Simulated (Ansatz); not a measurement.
Steps of a relaxation of BH$_{7}$OSSi$_{2}$, SMILES `BO[SiH2]S[SiH3]` with RKS PBE-D4/def2-SVP.

```sh
$ ansatz run in.yaml --threads 4 --pin off --events-out ev --progress --plain --max-ram 10444MiB
```

```yaml
crystal:
  periodic: [false, false, false]
  atoms:
    - {symbol: B, position_ang: [-0.039600, 1.965000, 1.920300]}
    - {symbol: O, position_ang: [-0.827200, 0.749200, 2.033300]}
    - {symbol: Si, position_ang: [-0.756800, -0.005200, 0.478400]}
    - {symbol: S, position_ang: [1.302800, -0.855300, 0.217600]}
    - {symbol: Si, position_ang: [0.744200, -1.602900, -1.756700]}
    - {symbol: H, position_ang: [-0.655000, 3.014900, 1.595300]}
    - {symbol: H, position_ang: [1.090200, 2.053800, 2.176000]}
    - {symbol: H, position_ang: [-0.971800, 0.971300, -0.594400]}
    - {symbol: H, position_ang: [-1.724600, -1.061800, 0.470100]}
    - {symbol: H, position_ang: [-0.388700, -2.528100, -1.629900]}
    - {symbol: H, position_ang: [1.896500, -2.296400, -2.278900]}
    - {symbol: H, position_ang: [0.407000, -0.459800, -2.597000]}
basis:
  gaussian: {orbitals: def2-SVP}
hamiltonian: {xc: pbe, dispersion: d4}
relax: {f_tol: 0.03, max_steps: 200}
```

Positions (Å) and forces (eV/Å) along the path, 12 of 33 steps:

```xyz
12
step=1 energy=-29403.1399 eV
B    -0.040    1.965    1.920   -3.114   -0.433    0.263
O    -0.827    0.749    2.033    1.698    1.559   -1.514
Si   -0.757   -0.005    0.478    1.653    0.054    1.365
S     1.303   -0.855    0.218   -1.004    0.256   -0.114
Si    0.744   -1.603   -1.757    0.167    0.373    1.116
H    -0.655    3.015    1.595    0.283   -0.677    0.082
H     1.090    2.054    2.176    1.406   -0.343    0.359
H    -0.972    0.971   -0.594   -0.190    0.465   -0.458
H    -1.725   -1.062    0.470   -0.916   -0.897   -0.004
H    -0.389   -2.528   -1.630   -0.570   -0.382   -0.049
H     1.897   -2.296   -2.279    0.885   -0.544   -0.432
H     0.407   -0.460   -2.597   -0.297    0.569   -0.614
12
step=3 energy=-29403.6531 eV
B    -0.039    2.063    1.972    0.297   -0.188    0.624
O    -0.702    0.859    1.960    0.152   -0.137   -0.868
Si   -0.772   -0.031    0.507   -0.480    0.182    0.380
S     1.184   -0.863    0.182    0.050   -0.069   -0.051
Si    0.776   -1.623   -1.806    0.081   -0.115   -0.308
H    -0.654    3.070    1.664    0.073    0.092   -0.050
H     1.147    2.062    2.340   -0.392    0.159   -0.127
H    -1.105    0.932   -0.614   -0.002   -0.176    0.074
H    -1.851   -1.086    0.638    0.244    0.189    0.051
H    -0.387   -2.595   -1.782    0.152    0.097    0.004
H     2.048   -2.326   -2.236   -0.260    0.119    0.075
H     0.433   -0.517   -2.790    0.084   -0.152    0.195
12
step=4 energy=-29403.7797 eV
B    -0.032    2.114    2.043    0.106    0.057    0.302
O    -0.664    0.915    1.846    0.239    0.264   -0.223
Si   -0.780   -0.032    0.470   -0.267   -0.256    0.027
S     1.171   -0.883    0.133    0.052    0.001   -0.018
Si    0.776   -1.650   -1.851    0.038   -0.038   -0.106
H    -0.617    3.152    1.763   -0.013   -0.033   -0.024
H     1.104    2.138    2.520   -0.231   -0.066   -0.047
H    -1.190    0.808   -0.713    0.019   -0.029    0.034
H    -1.804   -1.099    0.738    0.068    0.100    0.021
H    -0.395   -2.600   -1.835    0.042    0.034   -0.018
H     2.029   -2.379   -2.251   -0.078    0.030    0.001
H     0.479   -0.539   -2.828    0.024   -0.062    0.050
12
step=5 energy=-29403.8530 eV
B    -0.026    2.185    2.081    0.040    0.085    0.152
O    -0.604    1.005    1.735    0.066   -0.122   -0.216
Si   -0.781   -0.079    0.472   -0.002    0.063    0.025
S     1.172   -0.926    0.107   -0.009   -0.008    0.008
Si    0.780   -1.655   -1.894   -0.008   -0.011   -0.051
H    -0.587    3.232    1.783    0.006   -0.018    0.003
H     1.033    2.179    2.702   -0.131   -0.028   -0.037
H    -1.256    0.645   -0.760    0.008   -0.027   -0.005
H    -1.774   -1.129    0.864    0.015    0.068    0.116
H    -0.433   -2.550   -1.911    0.026    0.012   -0.008
H     2.002   -2.436   -2.280   -0.024    0.001   -0.004
H     0.552   -0.527   -2.864    0.014   -0.015    0.018
12
step=9 energy=-29403.9198 eV rejected
B    -0.053    2.325    2.115   -0.136   -0.132    0.132
O    -0.331    1.221    1.388    0.052    0.109    0.032
Si   -0.686   -0.138    0.504   -0.136    0.046   -0.173
S     1.107   -1.263    0.096   -0.021   -0.026    0.103
Si    0.750   -1.703   -2.000    0.150    0.061   -0.083
H    -0.711    3.340    1.933    0.059   -0.017   -0.069
H     0.805    2.262    2.983    0.067    0.029   -0.066
H    -1.263    0.252   -0.830   -0.032    0.012    0.011
H    -1.702   -0.893    1.310    0.097   -0.036    0.011
H    -0.498   -2.516   -2.217    0.026    0.032    0.027
H     1.964   -2.486   -2.406   -0.047   -0.072    0.004
H     0.694   -0.456   -2.842   -0.080   -0.005    0.072
12
step=10 energy=-29403.9342 eV
B    -0.054    2.303    2.113    0.018    0.028    0.010
O    -0.368    1.203    1.399   -0.037    0.011   -0.032
Si   -0.708   -0.132    0.474    0.001   -0.044    0.028
S     1.112   -1.232    0.118    0.022   -0.014    0.006
Si    0.772   -1.685   -1.976   -0.006    0.006    0.000
H    -0.682    3.333    1.913   -0.001   -0.002    0.007
H     0.841    2.241    2.941    0.012    0.002   -0.002
H    -1.284    0.273   -0.854   -0.007    0.016   -0.002
H    -1.690   -0.938    1.266   -0.016   -0.005    0.003
H    -0.485   -2.491   -2.163   -0.006   -0.004   -0.009
H     1.957   -2.499   -2.402    0.002    0.008    0.000
H     0.667   -0.430   -2.796    0.016   -0.002   -0.010
12
step=19 energy=-29404.0415 eV
B     0.034    2.192    1.837   -0.145   -0.168   -0.241
O    -0.779    1.340    1.146    0.181    0.207    0.210
Si   -0.942   -0.231    0.554    0.090    0.026    0.063
S     0.926   -1.299    0.329   -0.095    0.054   -0.057
Si    0.866   -1.491   -1.838    0.049   -0.015    0.029
H    -0.433    3.294    2.103    0.086   -0.136    0.000
H     1.175    1.863    2.152   -0.151    0.000   -0.039
H    -1.596   -0.105   -0.791   -0.010   -0.018    0.030
H    -1.801   -0.955    1.544   -0.013    0.014   -0.025
H    -0.360   -2.235   -2.292    0.003    0.008    0.021
H     2.090   -2.280   -2.200    0.005    0.018    0.006
H     0.896   -0.147   -2.509   -0.001    0.010    0.001
12
step=26 energy=-29404.0974 eV rejected
B     0.202    1.987    1.408   -0.067   -0.115   -0.353
O    -0.892    1.223    1.130    0.202    0.042    0.125
Si   -1.203   -0.389    0.698    0.039    0.098   -0.019
S     0.566   -1.603    0.510    0.000    0.046   -0.175
Si    0.940   -1.222   -1.611   -0.151    0.061    0.066
H    -0.007    3.148    1.719    0.017   -0.026    0.080
H     1.337    1.533    1.274   -0.165    0.021    0.114
H    -1.933   -0.335   -0.611   -0.003    0.001    0.014
H    -2.045   -0.957    1.792   -0.002   -0.039    0.027
H    -0.107   -1.903   -2.462    0.097    0.068    0.071
H     2.291   -1.797   -1.906    0.033   -0.012    0.008
H     0.927    0.261   -1.906   -0.001   -0.143    0.042
12
step=28 energy=-29404.1082 eV
B     0.211    1.974    1.365    0.015    0.013    0.012
O    -0.889    1.215    1.133   -0.006    0.012   -0.025
Si   -1.223   -0.390    0.710   -0.020   -0.019    0.035
S     0.529   -1.620    0.484   -0.003   -0.008    0.021
Si    0.945   -1.205   -1.606    0.027   -0.012   -0.038
H     0.025    3.144    1.651    0.004    0.001    0.001
H     1.331    1.490    1.288   -0.002   -0.008   -0.016
H    -1.997   -0.327   -0.572    0.003   -0.003   -0.016
H    -2.030   -0.966    1.829    0.006   -0.006   -0.002
H    -0.059   -1.882   -2.496   -0.010    0.004   -0.001
H     2.314   -1.761   -1.872   -0.015    0.014    0.014
H     0.922    0.272   -1.880    0.001    0.013    0.014
12
step=30 energy=-29404.1121 eV
B     0.247    1.919    1.256   -0.026    0.024   -0.017
O    -0.877    1.172    1.111    0.015    0.018   -0.008
Si   -1.269   -0.434    0.736    0.000    0.003    0.059
S     0.445   -1.713    0.496    0.006    0.058   -0.083
Si    0.955   -1.134   -1.542   -0.015   -0.043   -0.021
H     0.097    3.105    1.510    0.001   -0.046    0.007
H     1.354    1.418    1.127   -0.013   -0.018   -0.001
H    -2.079   -0.371   -0.525    0.015   -0.005    0.001
H    -2.054   -0.973    1.890    0.011    0.011   -0.020
H    -0.009   -1.748   -2.523    0.029    0.020    0.032
H     2.339   -1.658   -1.793   -0.021    0.010    0.017
H     0.928    0.362   -1.707   -0.002   -0.030    0.033
12
step=32 energy=-29404.1133 eV
B     0.240    1.918    1.250    0.000    0.035    0.002
O    -0.889    1.177    1.121   -0.037   -0.014   -0.010
Si   -1.273   -0.430    0.744   -0.004    0.006   -0.007
S     0.446   -1.698    0.490    0.012   -0.003   -0.012
Si    0.963   -1.135   -1.546   -0.027    0.000    0.000
H     0.101    3.099    1.521   -0.001   -0.005    0.006
H     1.339    1.410    1.094    0.032   -0.018   -0.005
H    -2.087   -0.371   -0.514    0.006    0.000    0.004
H    -2.053   -0.974    1.898    0.012   -0.002   -0.004
H    -0.004   -1.735   -2.529    0.005   -0.003    0.008
H     2.342   -1.674   -1.791   -0.003   -0.002    0.012
H     0.953    0.359   -1.705    0.006    0.007    0.006
12
step=33 energy=-29404.1134 eV
B     0.239    1.918    1.244    0.005    0.011    0.027
O    -0.892    1.178    1.118   -0.027   -0.009   -0.018
Si   -1.271   -0.430    0.740    0.000   -0.008    0.019
S     0.451   -1.696    0.492   -0.015    0.004   -0.011
Si    0.960   -1.132   -1.545    0.013   -0.010    0.030
H     0.102    3.095    1.529    0.001    0.004   -0.005
H     1.336    1.408    1.080    0.019   -0.005   -0.011
H    -2.085   -0.374   -0.517    0.006   -0.001    0.000
H    -2.046   -0.978    1.896   -0.005    0.004    0.000
H    -0.010   -1.729   -2.526    0.000    0.002   -0.001
H     2.336   -1.678   -1.781    0.002    0.005   -0.018
H     0.958    0.363   -1.696    0.001    0.004   -0.012
```

Hardware: 4 threads of an Arm Neoverse V1 on a shared host. Wall time 49 s, peak host memory 0.17 GiB.
